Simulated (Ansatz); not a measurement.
Stepwise reaction of `[NH2][Ga]([NH2])[SH]` with hydrogen sulfide, as a gas-phase model of exchange steps in deposition or etching. ΔE in kJ/mol; ΔG adds harmonic PBE0-D4 terms to CCSD(T)/CBS, at 1 bar.

Isolated molecules relaxed with PBE0-D4/def2-TZVP in Ansatz; ΔE leaves out vibrations. CCSD(T)/CBS is the MP2 limit (def2-TZVPP, def2-QZVPP) plus CCSD(T) − MP2 in def2-TZVPP, frozen cores. This one scheme is used for every species. DFT in def2-TZVPP. B3LYP here is the variant with VWN-RPA as its local correlation; programs differ in this. For Ga outer-core shells are correlated without core-valence functions, which leaves a few kJ/mol of doubt a bond. Scalar relativity is left out up to krypton. Each species was taken in one conformer, which may not be the lowest.

```
step                                                    reaction  PBE-D4  B3LYP-D4  ωB97M-V  CCSD(T)/CBS  ΔG(400 K)
   1  `[NH2][Ga]([NH2])[SH]` + H₂S → `[NH2][Ga]([SH])[SH]` + NH₃   -64.6     -60.2    -58.5        -56.2      -46.1
   2    `[NH2][Ga]([SH])[SH]` + H₂S → `[SH][Ga]([SH])[SH]` + NH₃   -60.4     -55.8    -53.4        -51.9      -37.4
```

(1) By hand: ΔE of the 2 steps together at CCSD(T)/CBS.

## Answers

(1) (-56.2) + (-51.9) = -108.1 kJ/mol, or -54.0 kJ/mol a step.

In ΔE the steps differ by no more than 4.3 kJ/mol. All are downhill at CCSD(T)/CBS. ΔG lies between -46.1 and -37.4 kJ/mol a step. PBE-D4 differs from CCSD(T)/CBS by -8.5 to -8.4 kJ/mol a step. Isolated molecules leave out the surface, adducts and barriers. Largest T1 diagnostic: 0.012.
